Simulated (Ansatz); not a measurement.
`FC[SiH]([SiH3])[SiH3]`, relaxed with RKS PBE0-D4/def2-TZVP in the Gaussian-basis code of Ansatz from a PBE-D4/def2-SVP geometry. The force threshold is 0.005 eV/Å; the program also tests the step.

Total charge 0; spin multiplicity 1.

Start:

```xyz
14

F    -0.922    1.663   -1.381
C    -1.498    1.210   -0.192
Si   -0.356   -0.151    0.553
Si    1.756    0.793    0.970
Si   -0.169   -1.901   -1.006
H    -1.613    2.068    0.510
H    -2.515    0.810   -0.406
H    -0.978   -0.647    1.837
H     2.655   -0.207    1.649
H     2.391    1.208   -0.330
H     1.626    2.006    1.855
H     0.529   -1.403   -2.242
H     0.629   -3.039   -0.425
H    -1.533   -2.412   -1.391
```

Question: How much energy does the relaxation release, and in how many steps? (Best estimate.)

Answer: Ansatz gave: 0.04 eV, in 7 steps.

Question: Which bonds change most? (Best estimate.)

Answer: Ansatz gave: C2–H6 from 1.114 to 1.095 Å; C2–H7 from 1.114 to 1.095 Å; Si5–H14 from 1.507 to 1.489 Å; Si4–H11 from 1.507 to 1.489 Å.

Question: Give the relaxed structure. (An estimate is asked.)

Answer: Computed: 
```xyz
14

F    -0.993    1.722   -1.380
C    -1.505    1.215   -0.190
Si   -0.339   -0.127    0.504
Si    1.763    0.790    0.969
Si   -0.163   -1.905   -1.007
H    -1.617    2.046    0.514
H    -2.501    0.808   -0.394
H    -0.960   -0.613    1.772
H     2.618   -0.230    1.632
H     2.426    1.224   -0.289
H     1.632    1.965    1.874
H     0.512   -1.458   -2.254
H     0.638   -3.002   -0.398
H    -1.511   -2.434   -1.353
```
